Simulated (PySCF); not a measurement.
Bond length, frequency and bond energy of LiBi by level of theory

State: ³Σ⁻ (triplet), unpaired electrons π ↑↑. Set-up: Li def2-SVP, Bi def2-SVP with ECP60; scalar-relativistic core potentials (PySCF 2.14). De refers to Li + Bi in their high-spin ground configurations, without counterpoise correction. The functionals are run spin-unrestricted. A positive dipole means Li(−)Bi(+).

```json
{"Level": "UHF", "Re (Å)": "2.740", "ωe (cm⁻¹)": "348", "De (eV)": "0.424", "μ (D)": "-6.75"}
{"Level": "UHF-MP2", "Re (Å)": "2.727", "ωe (cm⁻¹)": "375", "De (eV)": "0.95", "μ (D)": "n/a"}
{"Level": "UHF-SCS-MP2", "Re (Å)": "2.736", "ωe (cm⁻¹)": "378", "De (eV)": "0.94", "μ (D)": "n/a"}
{"Level": "UHF-CCSD", "Re (Å)": "2.745", "ωe (cm⁻¹)": "348", "De (eV)": "0.99", "μ (D)": "n/a"}
{"Level": "UHF-CCSD(T)", "Re (Å)": "2.747", "ωe (cm⁻¹)": "347", "De (eV)": "1.01", "μ (D)": "n/a"}
{"Level": "PBE", "Re (Å)": "2.703", "ωe (cm⁻¹)": "359", "De (eV)": "1.48", "μ (D)": "-5.54"}
{"Level": "PBEsol", "Re (Å)": "2.693", "ωe (cm⁻¹)": "364", "De (eV)": "1.56", "μ (D)": "-5.74"}
{"Level": "TPSS", "Re (Å)": "2.710", "ωe (cm⁻¹)": "359", "De (eV)": "1.52", "μ (D)": "-5.79"}
{"Level": "r²SCAN", "Re (Å)": "2.707", "ωe (cm⁻¹)": "364", "De (eV)": "1.42", "μ (D)": "-6.21"}
{"Level": "PBE0", "Re (Å)": "2.689", "ωe (cm⁻¹)": "371", "De (eV)": "1.40", "μ (D)": "-6.07"}
{"Level": "r²SCAN0", "Re (Å)": "2.692", "ωe (cm⁻¹)": "374", "De (eV)": "1.41", "μ (D)": "-6.47"}
{"Level": "LC-ωPBE", "Re (Å)": "2.657", "ωe (cm⁻¹)": "393", "De (eV)": "1.29", "μ (D)": "-6.69"}
```

The bond length runs from 2.657 Å (LC-ωPBE) to 2.747 Å (UHF-CCSD(T)). De spans 0.42 eV (UHF, mean field) to 1.56 eV (PBEsol, GGA). Correlation at CCSD(T) changes the Hartree–Fock bond energy by +0.59 eV; the triples alone change it by +0.02 eV.

Correlated steps freeze 4 core orbitals. Correlated levels converge slowly with the basis: in double zeta they bind strong bonds too weakly, by up to about 1 eV, and carry superposition errors of some tenths. Spin–orbit coupling is left out, which matters for elements this heavy, above all for dissociation energies. The state was picked by a PBE0 search and need not be the measured ground state.
